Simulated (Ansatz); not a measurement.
Cost and result for the atomization energy of H₅O₂PSi (`O[SiH2]PO`) (9 atoms, 8 bonds).

| atom | x (Å) | y (Å) | z (Å) |
| --- | --- | --- | --- |
| O1 | 0.1562 | 0.7968 | -1.5723 |
| Si2 | -0.3211 | -0.6355 | -0.9160 |
| P3 | -0.4215 | -0.4148 | 1.3352 |
| O4 | 0.8953 | 0.6280 | 1.3970 |
| H5 | 0.7638 | 1.3002 | -1.0234 |
| H6 | 0.6501 | -1.7202 | -1.2264 |
| H7 | -1.6522 | -0.9914 | -1.4672 |
| H8 | -1.4609 | 0.5602 | 1.2680 |
| H9 | 1.3904 | 0.4767 | 2.2052 |

The species carries charge 0 and has multiplicity 1. The geometry is a stationary point of PBE0-D4/def2-TZVP. It is one conformer, not always the lowest. Program: Ansatz. All runs use 2 threads of an Arm Neoverse V1 on a shared host. Times are those of one run each, without the atoms' runs, and a repeat can differ threefold. Electronic energies, without spin–orbit coupling; frozen cores. CCSD(T)/CBS adds CCSD(T) − MP2 in def2-TZVPP to the MP2 limit, and its time is that of the two runs behind it. T1 = 0.013.

CCSD(T)/CBS is a level of theory with its own doubt, some kJ/mol a heavy atom from the limit and from the frozen cores, so smaller differences don't rank the functionals.

```csv
level,functions,wall time
PBE-D4/def2-TZVPP (with forces),216,3.5 s
CCSD(T)/def2-SVP,89,3.8 s
PBE0-D4/def2-TZVPP,216,4 s
BHLYP-D4/def2-TZVPP,216,4.3 s
CAM-B3LYP-D4/def2-TZVPP,216,4.8 s
r2SCANh-D4/def2-TZVPP,216,7 s
PBE-QIDH/def2-TZVPP,216,8 s
ωB97X-V/def2-TZVPP,216,12 s
B97M-V/def2-TZVPP,216,13 s
ωB97M-V/def2-TZVPP (with forces),216,17 s
MP2/def2-QZVPP,404,25 s
CCSD(T)/def2-TZVPP,216,110 s
CCSD(T)/CBS(def2),–,2.3 min
```

Q: What atomization energy does each give, and how far from CCSD(T)/CBS? (Estimate.)

A: Computed: 
```csv
level,atomization (kcal/mol),difference from CCSD(T)/CBS,per bond
PBE-D4/def2-TZVPP (with forces),712.9,3.8,0.5
CCSD(T)/def2-SVP,635.5,-73.6,-9.2
PBE0-D4/def2-TZVPP,696.3,-12.8,-1.6
BHLYP-D4/def2-TZVPP,681.2,-27.9,-3.5
CAM-B3LYP-D4/def2-TZVPP,709.6,0.5,0.1
r2SCANh-D4/def2-TZVPP,698.8,-10.3,-1.3
PBE-QIDH/def2-TZVPP,691.1,-18.0,-2.3
ωB97X-V/def2-TZVPP,712.9,3.8,0.5
B97M-V/def2-TZVPP,709.2,0.1,0.0
ωB97M-V/def2-TZVPP (with forces),711.2,2.1,0.3
MP2/def2-QZVPP,707.7,-1.4,-0.2
CCSD(T)/def2-TZVPP,683.3,-25.8,-3.2
CCSD(T)/CBS(def2),709.1,0.0,0.0
```

At CCSD(T), def2-SVP lies −73.5 kcal/mol from the extrapolated value and def2-TZVPP −25.7 kcal/mol: correlation converges slowly with the basis, and small sets miss more of it in the bonded molecule than in its fragments. From BLYP to BHLYP (50 % exact exchange), in def2-TZVPP and without D4, the atomization energy moves by −22.0 kcal/mol: exact exchange takes away binding that semilocal exchange gives to molecules. Leaving LDA and LC-ωPBE aside and taking each functional with its dispersion term where it has one, the values spread over 31.7 kcal/mol, from BHLYP-D4 to ωB97X-V. LDA lies +105.8 kcal/mol from PBE without D4, its usual overbinding.
